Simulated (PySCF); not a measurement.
Match each property card to its molecule.

Structures:
1. `[H]/N=C1\C[NH+][C@@H]1C#CC` [radical]
2. `F/C=C\[C@H]1C=N1`
3. `CC[C@@H]1CC[P@@+](C)([AlH3-])C1`

Card P (geometry GFN2-xTB):
* Rotational constants A, B, C: 12.723, 1.963, 1.855 GHz
* Static isotropic polarisability (PBE0/def2-SVPD): 53.7 au
* Lowest triplet excitation (Tamm–Dancoff) (TDA PBE0/def2-SVPD): 3.67 eV
* 13C chemical shifts (computed TMS as zero) by class (GIAO PBE0/pcSseg-1): 177.8 (1 C), 160.5 (1 C), 122.9 (1 C), 23.5 (1 C) ppm
* Lowest singlet excitation (TDDFT PBE0/def2-SVPD): 4.44 eV (279 nm, f = 0.018)
* Dipole moment (PBE0/def2-SVPD): 2.38 D

Card Q (geometry PBE0-D3(BJ)/def2-SVP):
- Rotational constants A, B, C: 1.690, 0.640, 0.574 GHz
- HOMO energy (KT2/pcSseg-1): -6.13 eV
- Dipole moment (KT2/pcSseg-1): 6.18 D
- Point group: C1
- Isotropic shieldings of nuclei other than C and H, by class (GIAO KT2/pcSseg-1): 465 (1 Al), 350 (1 P) ppm
- 13C chemical shifts (computed TMS as zero) by class (GIAO KT2/pcSseg-1): 49.4 (1 C), 38.1 (1 C), 34.9 (1 C), 33.1 (1 C), 29.0 (1 C), 15.5 (1 C), 13.4 (1 C) ppm

Card R (geometry GFN2-xTB):
- Rotational constants A, B, C: 4.227, 1.158, 0.970 GHz
- Isotropic g value (unrestricted B3LYP/pcH-1, mean-field spin–orbit): 2.00374
- Point group: C1
- Largest isotropic hyperfine couplings (means over sets of like nuclei) (unrestricted B3LYP/pcH-1): 1H +194.9, 1H +131.0, 14N +36.6, 1H +33.2, 14N +26.5 MHz

Each SMILES stands for a single optimised conformer of the isolated species, non-relativistic unless stated; the electronic structure was computed with PySCF and density fitting. Hyperfine couplings of like nuclei are means over topologically equivalent atoms, whose single values can differ widely in one geometry; on GFN2-xTB geometries they can lie far from the values at a DFT minimum. NMR classes are plain means over equivalent atoms (diastereotopic ones count apart unless rotation or inversion swaps them), as if these changed places fast.

Problem. Which card belongs to which structure?

Solution. P = 2, Q = 3, R = 1. What ties each card to its structure:
- 1 (card R), [C6H8N2]+, monoisotopic mass 108.1 u, 8 heavy atoms: an asymmetric top with C = 0.970 GHz; an open shell with its largest isotropic coupling to 1H.
- 2 (card P), C4H4FN, monoisotopic mass 85.0 u, 6 heavy atoms: 4 C in 4 classes; the least shielded carbon (177.8 ppm) is a C=N carbon; an asymmetric top with C = 1.855 GHz, the highest such constant on the cards; polarisability 53.7 au for 44 electrons; dipole 2.38 D.
- 3 (card Q), C7H18AlP, monoisotopic mass 160.1 u, 9 heavy atoms: 7 C in 7 classes; the least shielded carbon (49.4 ppm) is an sp3 CH carbon; an asymmetric top with C = 0.574 GHz, the lowest such constant on the cards; dipole 6.18 D.
